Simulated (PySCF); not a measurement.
From one molecule to another.

First species: C6H8F2S.
SMILES: `C#C[C@H](SCC)C(F)F`

Second species: C4H7F2NOSi2.
SMILES: `N#CC(F)(F)[C@@H]1C[SiH2]O[SiH2]1`

Levels: PBE0/pcSseg-1 for HOMO energy, LUMO energy and HOMO–LUMO gap. Geometries: GFN2-xTB. Each structure is a single optimised conformer of the isolated species, non-relativistic unless stated; the electronic structure was computed with PySCF and density fitting.

Dipoles, sizes and rotational constants follow the conformer. The torsions of the flexible species, by atom-mapped SMILES:
- `[CH:1]#[C:2][C@H:3]([S:4][CH2:5][CH3:6])[CH:7]([F:8])[F:9]`: C2–C3–S4–C5 69°, C3–S4–C5–C6 80°, C2–C3–C7–F8 -55°

The conformers of `N#CC(F)(F)[C@@H]1C[SiH2]O[SiH2]1` aren't listed.

```
     property  column X  column Y
  HOMO energy  -8.85 eV  -6.84 eV
  LUMO energy  -0.53 eV  -0.18 eV
HOMO–LUMO gap   8.32 eV   6.66 eV
```

Q: Which column belongs to which species?

A: Column X is the second species and column Y the first. The first has 17 atoms and 78 electrons, the second 17 and 92.

Q: How does each property change from the first species to the second?

A: HOMO energy -2.01 eV; LUMO energy -0.35 eV; HOMO–LUMO gap +1.66 eV.

